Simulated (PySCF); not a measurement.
# Working out the excitation energy of Br⁺

Br⁺ [Ar] 3d10 4s2 4p4 (3P) → Br⁺ [Ar] 3d10 4s2 4p3 5s1 (5S). Computed with PySCF 2.14 in aug-cc-pVDZ-PP with ECP10MDF (5s4p3d, 32 functions), with a scalar-relativistic core potential. Frozen: 3s2 3p6 3d10. Energies in hartree (1 hartree = 27.21139 eV):

```csv
part,Br⁺ (lower),Br⁺ (upper)
UHF,-415.079751,-414.687285
MP2 opposite-spin,-0.056230,-0.048234
MP2 same-spin,-0.018514,-0.023774
```

Problem. What does Hartree-Fock give?

Solution. (-414.687285) − (-415.079751) = 0.392466 hartree = 10.680 eV.

Problem. What do MP2 and SCS-MP2 (6/5 opposite-spin, 1/3 same-spin) give?

Solution. The opposite-spin parts differ by 0.218 eV and the same-spin parts by -0.143 eV. MP2: 10.680 + (0.218) + (-0.143) = 10.755 eV. SCS-MP2: 10.680 + 1.2 × (0.218) + (-0.143)/3 = 10.894 eV.

Measured between the centres of the two terms (NIST): 11.462 eV, so MP2 (valence) is off by -0.707 eV.

A double-zeta basis recovers only part of the correlation energy.

What remains against the reference includes basis incompleteness, the frozen core and correlation beyond second order.
